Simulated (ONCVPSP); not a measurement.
## gadolinium (Gd): from the effect back to the setting (ONCV)

Base potential:

* Element: gadolinium
* Generator: ONCVPSP 4.0.1
* Type: optimised norm-conserving Vanderbilt (ONCV)
* Functional: PBEsol
* Relativity: fully relativistic
* Frozen core: [Kr] 4d10
* Valence charge: 18
* Reference configuration: 4f7 5s2 5p6 5d1.5 6s1.5
* Partial waves: 5s+6s: rc 2.60 bohr, ncon 4, nbas 9, qcut 6.1 1/bohr, 2 projectors; 5p: rc 2.15 bohr, ncon 3, nbas 7, qcut 5.9 1/bohr, 2 projectors, debl 1.5 Ha; 5d: rc 3.65 bohr, ncon 4, nbas 9, qcut 3.8 1/bohr, 2 projectors, debl 2.8 Ha; 4f: rc 1.45 bohr, ncon 4, nbas 9, qcut 10.7 1/bohr, 3 projectors, debl 1.9 Ha
* Local potential: polynomial inside 1.25 bohr (lpopt 5, dvloc0 2 Ha)
* Core correction: Teter function, fcfact 3.5, rcfact 1.35

Open shells are filled in proportion to 2j + 1.

Cutoffs, loose and tight: the cutoffs (Ha) at which the residual kinetic energy of the hardest occupied pseudo-wave falls to 1 and 0.1 mHa per electron. They do not see the model core or the augmentation charge, which bear on the density cutoff. Test errors are all-electron minus pseudo excitation energies from the reference, over the configurations 4f7 5s2 5p6 5d1 6s2; 4f7 5s2 5p6 5d1 6s1; 4f7 5s2 5p6 5d1 6s0; 4f7 5s2 5p6 5d1 6s0 6p2; variants that change the core or the reference have their own tests.

Only the scale of all radii but the core radius (base = 1) is moved (1 further runs of the sweep failed or gave no value and are left out):

```csv
scale of all radii but the core radius (base = 1),"cutoff, loose","cutoff, tight",bound ghosts,largest test error (meV)
0.78,263 Ha,337 Ha,s,+1.0
0.91,91 Ha,198 Ha,s,-5.4
0.95,58 Ha,173 Ha,none,-4.2
1.03,52 Ha,60 Ha,none,+6.1
1.08,50 Ha,55 Ha,none,+8.2
1.13,49 Ha,53 Ha,none,+11
1.2,46 Ha,51 Ha,none,-164
1.24,45 Ha,49 Ha,none,-167
```

Question: One more run gave cutoff, loose: 212 Ha; cutoff, tight: 250 Ha; bound ghosts: s; largest test error (meV): +1.7. Which value of the scale of all radii but the core radius (base = 1) was used?

Answer: 0.84. The loose cutoff moves one way along this sweep, from 263 Ha at 0.78 to 45 Ha at 1.24, which places the run between 0.78 and 0.91.
